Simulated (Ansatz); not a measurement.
Computed with Ansatz on PBE0-D4/def2-TZVP structures; ΔE is electronic, products minus reactants. CCSD(T)/CBS adds triple-zeta CCSD(T) − MP2 to the extrapolated MP2 energy (def2 sets, frozen cores). DFT in def2-TZVPP. For Se outer-core shells are correlated without core-valence functions, which leaves a few kJ/mol of doubt a bond. Scalar relativity is left out up to krypton. One conformer a species, not always the lowest.

Reaction (isomerisation): `F[Si@H]1C[Si@@H]1[SeH]` → `F[SiH]1C[SiH2][Se]1`

Problem. Is it downhill or uphill in electronic energy at CCSD(T)/CBS, and by how much? (Best estimate.)

Solution. Ansatz gave: Downhill: ΔE = -52.9 kcal/mol.

Problem. What do these levels give: r2SCAN-D4, ωB97M-V, B2PLYP, PBE, HF/def2-TZVPP, MP2/def2-QZVPP? (Estimate.)

Solution. Computed: r2SCAN-D4 -50.0, ωB97M-V -52.8, B2PLYP -51.2, PBE -46.5, HF/def2-TZVPP -55.3, MP2/def2-QZVPP -55.3 kcal/mol.

Largest T1 diagnostic among the species: 0.011.

The D4 term adds −1.2 kcal/mol with B3LYP and −0.6 kcal/mol with PBE0; it sums over pairs of atoms, weighted by their polarisabilities, and B3LYP, whose exchange is more repulsive, gets the larger term. From PBE to PBE0 (25 % exact exchange), in def2-TZVPP and without D4, ΔE moves by −3.4 kcal/mol.

B3LYP here is the variant with VWN-RPA as its local correlation; programs differ in this.
